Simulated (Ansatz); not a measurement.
Reaction (hydrogenolysis of a C–F bond): `CN(BF)CF` + H₂ → `CN(C)BF` + H–F

Program: Ansatz. Geometries: PBE0-D4/def2-TZVP. ΔE: electronic, gas phase. CBS: MP2 limit from def2 TZ/QZ plus the TZ coupled-cluster correction, frozen cores. This one scheme is used for every species. Functionals use def2-TZVPP. One conformer a species, not always the lowest.

`CN(BF)CF`:

Cartesian coordinates in Å:
```
C 1.003 -0.411 -0.839
N -0.100 0.124 -0.066
B -0.695 1.355 -0.371
F -1.692 1.817 0.388
C -0.495 -0.654 1.051
F 0.468 -0.609 2.049
H 1.221 0.257 -1.672
H 1.902 -0.506 -0.225
H 0.752 -1.398 -1.240
H -0.339 1.998 -1.314
H -1.425 -0.267 1.467
H -0.600 -1.708 0.774
```

H₂:

Z-matrix (Å, degrees):
```
H
H 1 0.746
```

`CN(C)BF`:

Cartesian coordinates in Å:
```
C 0.126 -0.724 1.148
N 0.144 0.016 -0.088
C -1.132 0.572 -0.472
B 1.304 0.174 -0.840
F 1.270 0.873 -1.984
H -0.570 -1.569 1.091
H 1.122 -1.110 1.365
H -0.191 -0.088 1.983
H -1.879 -0.219 -0.600
H -1.503 1.261 0.295
H -1.035 1.115 -1.411
H 2.343 -0.302 -0.487
```

H–F:

Cartesian coordinates in Å:
```
F -0.158 0.303 0.307
H 0.158 -0.303 -0.307
```

```csv
level,ΔE (kJ/mol)
PBE-D4,-74.6
revPBE,-76.8
CCSD(T)/def2-TZVPP,-82.2
SCS-MP2/def2-QZVPP,-85.9
```

What does CCSD(T)/CBS give? (Best estimate.)

Ansatz gave: -86.3 kJ/mol. The listed levels differ from it by 11.7, 9.5, 4.1, 0.4 kJ/mol.

Largest T1 diagnostic among the species: 0.012.

In def2-TZVPP, CCSD(T) changes the Hartree–Fock value by −3.4 kJ/mol (the triples alone add +2.3 kJ/mol) and MP2 by −8.5 kJ/mol. From BLYP to BHLYP (50 % exact exchange), in def2-TZVPP and without D4, ΔE moves by −7.5 kJ/mol. At CCSD(T), def2-SVP lies +13.9 kJ/mol from the extrapolated value and def2-TZVPP +4.0 kJ/mol.

CCSD(T)/CBS has its own doubt, a few kJ/mol and more with outer-core shells, so smaller differences from it don't rank the levels.
